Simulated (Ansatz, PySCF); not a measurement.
Gas-phase reaction (SMILES): CC[Si](Br)(Br)Br [tribromo(ethyl)silane] + F (HF) → F[Si](Br)(Br)Br [tribromo(fluoro)silane] + CC (C2H6) [ethane]; hydrogen fluoride cleaves one Si-C bond, a model of a ligand-exchange step.

Each molecule is optimised on its own at B3LYP-D3(BJ)/def2-TZVP (Ansatz, a first-principles code), one conformer each, not searched for the lowest. Valence correlation only, unless marked. No spin-orbit coupling. The frozen core is the preceding noble-gas configuration, with the filled d and f shells of earlier blocks. No relativistic terms. Basis-set limits of correlation are two-point, X^-3; Hartree-Fock from the larger set. [CCSD(T)-MP2]/basis is that difference in the basis named. Thermal terms are rigid-rotor harmonic-oscillator values from B3LYP-D3(BJ) frequencies (Ansatz or PySCF) at 298.15 K and 1 atm. 1 Eh = 627.5095 kcal/mol.

```tsv
species	E, RI-MP2/CBS(def2-TZVPPD,def2-QZVPPD)+[CCSD(T)-MP2]/def2-TZVPPD (Ansatz) (Eh)	E, wB97M-V/def2-TZVPD (Ansatz) (Eh)	H - E (Eh)	G - E (Eh)
CC[Si](Br)(Br)Br	-8086.40467	-8090.89989	0.08005	0.03180
F (HF)	-100.39405	-100.46200	0.01259	-0.00713
F[Si](Br)(Br)Br	-8107.12452	-8111.61498	0.01475	-0.02708
CC (C2H6)	-79.71825	-79.79204	0.07887	0.05302
```

Task: Work out ΔE and ΔH, ΔG, ΔS and the equilibrium constant at 298.15 K at the first level, then ΔH at the second.

Result: 
1. ΔE = [(-8107.12452) + (-79.71825)] - [(-8086.40467) + (-100.39405)] = -0.04405 Eh = -27.6 kcal/mol at RI-MP2/CBS(def2-TZVPPD,def2-QZVPPD)+[CCSD(T)-MP2]/def2-TZVPPD.
2. The terms H - E add up to 0.00098 Eh, so ΔH = (-0.04405 + (0.00098))×627.5095 = -27.0 kcal/mol.
3. The terms G - E add up to 0.00127 Eh, so ΔG = -26.8 kcal/mol, and ΔS = (0.00098 - (0.00127))×627509.5/298.15 = -0.6 cal/(mol K).
4. log10 K = -ΔG/(RT ln 10) = 19.6, with RT ln 10 = 1.3642 kcal/mol.
5. At wB97M-V/def2-TZVPD the same steps give ΔE = -28.3 and ΔH = -27.7 kcal/mol, a shift of -0.7 from the first level.
6. These values are not checked against measurement here, since the tables used lack a sound gas-phase enthalpy of formation for at least one species.
